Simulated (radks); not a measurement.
The numbers below are computed, except where a source is named.
Task: Numerical settings for the cadmium ion Cd2+, [Kr] 4d10. Code: a radial shooting solver on a logarithmic mesh with Libxc functionals. Model: scalar-relativistic Kohn-Sham, LDA (Slater exchange, Perdew-Wang correlation), spin-unpolarised, spherical densities, finite nucleus; Fermi nuclear charge, rms radius 4.6087 fm. The defaults (mesh step 0.008 in ln r, mesh end at 40 bohr or more with all orbitals vanishing there, Anderson mixing 0.5 over 9 steps, residual threshold near 1e-9 with the energy settled to 1e-9 hartree or 1e-11 of itself, here a cap of 74 iterations) give E = -5588.4885 hartree and 4d at -30.710 eV in 14 iterations. Run on one thread of a shared host, so times are rough (Arm Neoverse N1): 0.12 s of CPU time, 0.12 s wall, 14 iterations on 2198 mesh points. One setting is changed at a time: mesh step in ln r 0.012; mesh step in ln r 0.03; mesh step in ln r 0.2; mesh end (bohr) 20; mesh end (bohr) 1; residual threshold 0.01; residual threshold 1e-13; mixing 0.05; linear mixing, mixing 0.5; linear mixing, mixing 0.05; mixing history 2; iteration cap 5. Which runs fail to converge, and which converge to a wrong energy?

Result: Not converged within the cap: mesh step in ln r 0.2; linear mixing, mixing 0.05; iteration cap 5. Settled on a wrong energy, with an occupied level pushed above zero by the early mesh end: mesh end (bohr) 1 (+153 hartree). Apart from these: no run marked as converged misses the energy by more than 1 mhartree.
